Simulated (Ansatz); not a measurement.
Reaction (redistribution): `[SiH3]C[SiH2][TeH]` + `[AlH3]` → H₂Te + `[AlH2][SiH2]C[SiH3]`

Gas-phase electronic energies from Ansatz, PBE0-D4/def2-TZVP geometries. CBS: MP2 limit from def2 TZ/QZ plus the TZ coupled-cluster correction, frozen cores. This one scheme is used for every species. Functionals use def2-TZVPP. def2 core potentials past Kr. For Te outer-core shells are correlated without core-valence functions, which leaves a few kJ/mol of doubt a bond. One conformer a species, not always the lowest.

```json
{"species": "`[SiH3]C[SiH2][TeH]`", "B2PLYP energy (Eh)": "-889.51826"}
{"species": "`[AlH3]`", "B2PLYP energy (Eh)": "-244.08016"}
{"species": "H₂Te", "B2PLYP energy (Eh)": "-269.03126"}
{"species": "`[AlH2][SiH2]C[SiH3]`", "B2PLYP energy (Eh)": "-864.54625"}
```

**Question.** Work out ΔE.

**Answer.** ΔE = (-269.03126) + (-864.54625) − (-889.51826) − (-244.08016) = 0.02091 Eh = +0.57 eV. CCSD(T)/CBS gives +0.57 eV.

Largest T1 diagnostic among the species: 0.012.

In def2-TZVPP, CCSD(T) changes the Hartree–Fock value by −0.25 eV (the triples alone add −0.02 eV) and MP2 by −0.08 eV. From PBE to PBE0 (25 % exact exchange), in def2-TZVPP and without D4, ΔE moves by +0.06 eV.
